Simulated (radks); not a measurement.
Cd V, configuration [Kr] 4d8.

Calculated with a radial shooting solver on a logarithmic mesh with Libxc functionals: Dirac Kohn-Sham, BLYP, spin-unpolarised, spherical densities, point nucleus; open shells fill j = l - 1/2 first.

Energy parts (hartree):
| part | energy |
|---|---|
| total | -5592.30709 |
| kinetic | 5864.94806 |
| electron-nucleus | -13480.51962 |
| Hartree | 2176.81696 |
| exchange-correlation | -153.55249 |

Orbitals (lengths in bohr, moments of r in powers of bohr):
orbital  occ.  eigenvalue (hartree)   <1/r>
1s1/2       2             -976.3973   50.65
2s1/2       2             -146.6504   11.69
2p1/2       2             -136.6751   11.68
2p3/2       4             -129.5986   10.94
3s1/2       2             -28.96305   4.105
3p1/2       2             -24.96653   4.012
3p3/2       4             -23.70235   3.832
3d3/2       4             -16.62799   3.672
3d5/2       6             -16.37096   3.626
4s1/2       2              -5.84855   1.598
4p1/2       2              -4.55224   1.483
4p3/2       4              -4.32989   1.427
4d3/2       4              -2.30783   1.155
4d5/2       4              -2.27727   1.142
5s1/2       0              -1.63529  0.6090
5p1/2       0              -1.32081  0.5382
5p3/2       0              -1.28844  0.5245

The highest occupied level is 4d5/2 at -61.968 eV. Summed over all electrons, <r^2> = 22.96 bohr^2, which gives a Langevin (diamagnetic) susceptibility term of -18.2 x 10^-6 cm^3/mol. For comparison, the ionisation energy in NIST's Atomic Spectra Database is 68 eV (theoretical). In exact Kohn-Sham theory the highest level is minus the ionisation energy, but local and semilocal functionals leave it too shallow, through self-interaction and a potential that decays too fast; potentials with the right tail come closer. The density falls to 0.001 e/bohr^3 at r = 2.87 bohr.

Beside tabulated values, note that spin-unpolarised runs miss the spin-polarisation part of the exchange energy of open shells.
